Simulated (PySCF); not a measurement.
## Computed spin Hamiltonian

Compound: C4H6FO2 (doublet state).
Cartesian coordinates in Å at the GFN2-xTB level; atoms count from 1:
```
atom  x, y, z in Å
C1     1.2979    0.4597    1.7292
O2     1.4587    1.3873    0.6581
C3     0.4960    1.5654   -0.2019
C4    -0.5162    0.7959   -0.5942
F5    -1.4924    1.3336   -1.3688
O6    -0.5773   -0.5584   -0.5011
C7    -1.0325   -1.2707   -1.6397
H8     0.3450    0.6202    2.2381
H9     2.1265    0.6284    2.4144
H10    1.3234   -0.5616    1.3428
H11   -1.0389   -2.3193   -1.3498
H12   -2.0398   -0.9572   -1.9237
H13   -0.3548   -1.1230   -2.4856
```

The hyperfine couplings belong to this conformer and change with its torsions.

Identity: `CO/[C]=C(/F)OC` [radical].

Computed with UKS B3LYP, pcH-1 on C F H O, non-relativistic, mean-field spin-orbit, GIAO (PySCF 2.14.0). Geometry: GFN2-xTB, one conformer, isolated molecule. Couplings are sensitive to structure, and on GFN2-xTB geometries they can be far from those on DFT ones. The frame is twisted about the C3–C4 bond at this geometry (dihedral O2–C3–C4–O6 = -23°); couplings at other torsion angles weren't computed. The SCF solution wasn't tested for stability.

```json
{"g1, g2, g3": "2.00231, 2.00341, 2.00395", "g_iso": "2.00322", "Form of g": "rhombic: the two nearest values differ by 33 % of g3 − g1", "⟨S²⟩": "0.7536 (exact 0.7500)", "HOMO–LUMO gap, α and β orbitals": "6.38, 3.56 eV"}
```

Hyperfine couplings atom by atom, in 10⁻⁴ cm⁻¹; T1 to T3 are the principal values of the dipolar part; ρ(0) is the spin density at the nucleus (1 × 10⁻⁴ cm⁻¹ = 2.998 MHz):

```csv
atom,isotope,a_iso,T1,T2,T3,Mulliken spin population,ρ(0) (bohr⁻³)
C1,13C,4.3,-1.4,-1.1,2.5,0.02,0.0115
O2,17O,-32.5,-17.1,8.3,8.8,0.11,0.1605
C3,13C,125.2,-20.9,-18.3,39.3,0.75,0.3339
C4,13C,15.6,-5.5,-3.3,8.8,0.05,0.0417
F5,19F,11.0,-15.6,-9.4,25.1,0.01,0.0078
O6,17O,-7.3,-8.5,4.1,4.3,0.06,0.0363
C7,13C,-1.5,-0.2,-0.2,0.4,-0.01,-0.0041
H8,1H,1.1,-1.3,-1.0,2.2,0.00,0.0007
H9,1H,-1.0,-1.2,-0.8,2.0,0.00,-0.0007
H10,1H,5.7,-1.2,-0.4,1.7,0.01,0.0038
H11,1H,1.0,-0.4,-0.4,0.8,0.00,0.0007
H12,1H,0.9,-0.5,-0.4,0.9,0.00,0.0006
H13,1H,2.2,-0.6,-0.5,1.1,0.00,0.0015
```

The largest Mulliken spin populations are on C3 (+0.75) and O2 (+0.11). No atom but C3 exceeds +0.15.

Axes: g3 points within 12° of the O2–C3 bond.

Under fast tumbling the dipolar parts average out, and these isotropic splittings remain: 1 × 19F (F5, I = 1/2, 2 lines) with 1.17 mT, 3 × 1H (H8/H9/H10, I = 1/2, 4 lines) with 0.21 mT and 3 × 1H (H11/H12/H13, I = 1/2, 4 lines) with 0.15 mT.

Nuclei that the bonding pattern makes equivalent are averaged, as if the motion that swaps them (rotation, inversion, ring flip) were fast. The three 1H nuclei of mean +5.8 MHz run from -3.1 to 17.2 MHz in the frozen geometry.

The 13C coupling of C3 (375.4 MHz) shows only in satellite lines or after enrichment, since that isotope makes up about 1.07 % of natural carbon.

The 17O coupling of O2 (-97.3 MHz) shows only in satellite lines or after enrichment, since that isotope makes up about 0.038 % of natural oxygen.

β density exceeds α density at some nuclei, such as C7 (-0.0041), spin density in bohr⁻³. In a single determinant that takes different orbitals for the two spins, that is spin polarisation.

Hardware: one thread, Intel Xeon at 2.50 GHz (x86_64), shared host with 64 logical CPUs at a one-minute load of 62. Cost: 1.9 min (grids of density and orbitals included), 0.87 GiB resident at most.
